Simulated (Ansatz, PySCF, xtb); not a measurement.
Isomers of C5H10: 1 is C1CCCC1, 2 is C=CCCC; one conformer of each (the lowest of an xTB search), B3LYP-D3(BJ)/def2-TZVP minima.
Isomer 1 (charge 0, multiplicity 1):
```xyz
15

C     -0.03129    -1.24634     0.30058
C      1.18872    -0.45757    -0.18631
C      0.79978     1.02179     0.02330
C     -0.75378     1.05295     0.05594
C     -1.20711    -0.39865    -0.19357
H     -0.03716    -1.28954     1.39444
H     -0.05444    -2.27294    -0.06837
H      2.11019    -0.72794     0.33092
H      1.34549    -0.65731    -1.24992
H      1.20532     1.39155     0.96645
H      1.20601     1.65848    -0.76313
H     -1.16921     1.74152    -0.68036
H     -1.10233     1.39041     1.03377
H     -2.14986    -0.63707     0.30074
H     -1.35032    -0.56936    -1.26447
```
Isomer 2 (charge 0, multiplicity 1):
```xyz
15

C      2.564     0.082    -0.565
C      1.573    -0.462     0.129
C      0.127    -0.430    -0.255
C     -0.749     0.290     0.778
C     -2.228     0.283     0.404
H      3.591     0.033    -0.227
H      2.382     0.596    -1.503
H      1.803    -0.966     1.066
H     -0.241    -1.457    -0.367
H      0.016     0.051    -1.231
H     -0.613    -0.183     1.756
H     -0.395     1.320     0.885
H     -2.392     0.776    -0.557
H     -2.607    -0.738     0.320
H     -2.830     0.803     1.151
```

No zero-point or thermal terms.

Run with Ansatz (Gaussian orbitals); PySCF for the dispersion terms; xtb for the GFN methods. Each number belongs to the level named beside it.

Task: One of these levels gives 13.83 kcal/mol for the electronic energy of isomer 2 less that of isomer 1. Name it.
(A) BHLYP-D4/def2-TZVPP
(B) HF/cc-pVDZ
(C) GFN1-xTB
(D) B3LYP/def2-TZVPP

Result: A, BHLYP-D4/def2-TZVPP. The others give 27.83 (GFN1-xTB), 12.07 (HF/cc-pVDZ), 10.53 (B3LYP/def2-TZVPP)

Ansatz is a quantum-chemistry and plane-wave program.
